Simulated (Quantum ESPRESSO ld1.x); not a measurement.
Question: These are the eigenvalues of the occupied orbitals of an atom or ion with whole-number occupations (Ry). Calculated with ld1.x of Quantum ESPRESSO 7.5: Dirac Kohn-Sham, PW91, spin-unpolarised, spherical densities, point nucleus.

orbital  eigenvalue
1s1/2      -581.405
2s1/2      -87.2103
2p1/2      -78.9437
2p3/2      -77.8127
3s1/2      -23.5464
3p1/2      -20.8713
3p3/2      -20.6725
4p1/2      -8.89451

Which element is it, and in what charge state? The configuration may be excited. Open shells, if any, fill j = l - 1/2 first.

Answer: Z = 27, cobalt, charge +9: Co9+ in [He] 2s2 2p5 3s2 3p6 4p1. The list shows which subshells hold electrons but not how many an open one holds; the 1s level, -290.7 hartree, gives Z - s = 24.1 by -(Z - s)^2/2, which with screening and relativity narrows Z to a few neighbours, and the depths of the outer levels then fix element, charge and occupations together.
